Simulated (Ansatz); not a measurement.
Two structures of Si$_{2}$NH$_{8}$O$_{2}$F$_{3}$, singlet, reached by relaxing down either side of one saddle point (PBE0-D4/def2-TZVP). Energies are electronic, without zero-point energy. Ansatz 0.2.0; basis: def2-TZVPP and def2-QZVPP; cores frozen in the correlated methods. Extrapolation: Hartree–Fock as exp(−7.88 √X), correlation as X^−2.97. First:

Si1  (-0.636, 1.028, 0.191)
O2  (-0.394, -0.083, -1.005)
Si3  (0.634, -0.051, -2.302)
F4  (-1.936, 0.236, 0.825)
F5  (0.797, 1.827, -0.072)
F6  (-1.482, 2.361, -0.056)
H7  (0.256, -0.535, 1.772)
N8  (0.185, 0.497, 1.846)
H9  (-0.299, -1.759, 0.113)
O10  (0.047, -2.161, 0.926)
H11  (0.493, 1.212, -3.064)
H12  (2.041, -0.230, -1.863)
H13  (0.248, -1.199, -3.160)
H14  (-0.414, 0.704, 2.638)
H15  (1.103, 0.907, 1.981)
H16  (-0.643, -2.754, 1.231)
(Å)

Second:

```
16
angstrom
Si -0.6197 1.0423 0.3943
O -0.4020 -0.2516 -0.8738
Si 0.7196 -0.1086 -2.1593
F -1.9008 0.1364 0.9124
F 0.6907 1.7504 -0.3615
F -1.5448 2.3050 0.0738
H 0.2475 -1.3422 1.3947
N 0.2787 0.6855 1.8257
H -0.3967 -1.1328 -0.3554
O -0.0481 -2.0832 0.8220
H 0.3440 1.0712 -2.9548
H 2.1093 -0.0924 -1.6643
H 0.4846 -1.3552 -2.9282
H -0.2423 0.5953 2.6847
H 1.1488 1.1730 1.9719
H -0.8688 -2.3929 1.2176
```

Q: Which bonds change from the first to the second?

A: Si₂H₃OF₃ ([F][Si]([F])([F])[O][SiH3]) + H₂O + NH₃ → SiNH₂F₃ ([NH2][Si]([F])([F])[F]) + SiH₄O ([OH][SiH3]) + H₂O (still joined by a long Si–O bond); bonds formed: O2–H9, H7–O10; dative contacts that become bonds: Si1–N8; bonds broken: H7–N8, H9–O10; bonds weakened to dative contacts: Si1–O2.

Q: Give the saddle point's structure and its height above each. (An estimate is asked for; the value comes from the calculation.)

A: By the calculation: 94.3 kJ/mol above the first and 19.8 kJ/mol above the second (CCSD(T) at an estimated basis limit (MP2 extrapolated from triple and quadruple zeta, plus CCSD(T) − MP2 in triple zeta)).
```tsv
atom	x (Å)	y (Å)	z (Å)
Si1	-0.6046	0.9996	0.3350
O2	-0.3440	-0.2763	-0.8528
Si3	0.6559	-0.1240	-2.2037
F4	-1.9524	0.1705	0.8372
F5	0.7872	1.7226	-0.2285
F6	-1.4653	2.3050	0.0034
H7	0.2217	-1.0354	1.4493
N8	0.2007	0.5156	1.8398
H9	-0.2025	-1.2377	-0.1191
O10	0.0509	-1.8921	0.8555
H11	0.2883	1.1014	-2.9388
H12	2.0834	-0.1481	-1.8167
H13	0.3529	-1.3277	-3.0173
H14	-0.3887	0.5508	2.6611
H15	1.0877	0.9626	2.0271
H16	-0.7713	-2.2867	1.1686
```

No T1 diagnostic of these runs exceeds 0.012.

Labels in which every atom is bracketed show which atoms are joined, not bond orders.

For scale, one of the runs: CCSD(T)/def2-TZVPP, 382 basis functions, launched by `ansatz run in.yaml --threads 4 --pin off --events-out ev --progress --plain --max-ram 46080MiB --backend cuda --devices 0, --max-vram 37GiB`. Hardware: 4 CPU threads of an AMD EPYC 7R13 and a share of one NVIDIA H100, shared host. Wall time 18 s; peak host memory 0.91 GiB.
